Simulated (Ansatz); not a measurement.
Species: SnH₅ (charge -1, singlet). SMILES: [SnH5-]
Geometry from a B3LYP-D3(BJ)/def2-TZVP (Ansatz, an electronic-structure program) optimisation:
```xyz
6

Sn     0.0000     0.0000     0.0000
H      0.0123     0.0114     1.8796
H     -0.0123    -0.0114    -1.8796
H      1.7765    -0.0068    -0.0116
H     -0.8824     1.5419    -0.0035
H     -0.8941    -1.5350     0.0151
```
Charge -1, spin multiplicity 1.

Property: vertical triplet-singlet gap, E(triplet) - E(singlet), in eV. Terms: each state is the SCF solution reached for its charge and spin; LANL2DZ with its own core potentials from Na on; UHF or UKS for open shells; no spin-orbit coupling; valence correlation only (noble-gas shells and the d and f shells of earlier blocks); STO-3G and 3-21G all-electron and non-relativistic; dispersion terms only where a functional's name holds one; six Cartesian d functions in 6-31G* and its kin unless marked 5d; def2 sets with scalar-relativistic core potentials past Kr. First-principles rows: single points at B3LYP-D3(BJ) geometries (Ansatz). A UHF reference is markedly spin-contaminated in at least one set, which strains HF and MP2. Levels can end on unlike triplets.

```
level                              program  vertical triplet-singlet gap, E(triplet) - E(singlet) (eV)
---------------------------------  -------  ----------------------------------------------------------
HF/6-31G* with LANL2DZ past Ar      Ansatz                                                        5.35
PBE/6-31G* with LANL2DZ past Ar     Ansatz                                                        4.52
B3LYP/STO-3G                        Ansatz                                                        7.72
B3LYP/3-21G                         Ansatz                                                        5.19
B3LYP/6-31G* with LANL2DZ past Ar   Ansatz                                                        4.85
MP2/6-31G* with LANL2DZ past Ar     Ansatz                                                        5.45
B3LYP/def2-TZVPD                    Ansatz                                                        2.79
wB97M-V/def2-TZVPD                  Ansatz                                                        3.24
```

No value to compare with is used here. The 6 habitual levels span 4.52 (PBE/6-31G* with LANL2DZ past Ar) to 7.72 eV (B3LYP/STO-3G); B3LYP/def2-TZVPD gives 2.79.

The levels are drawn from those run, B3LYP/6-31G* more often than the rest, none by its result; left out are runs that failed, that the program found above a lower state of the same kind, or whose <S^2> lies over 0.5 above the pure value.
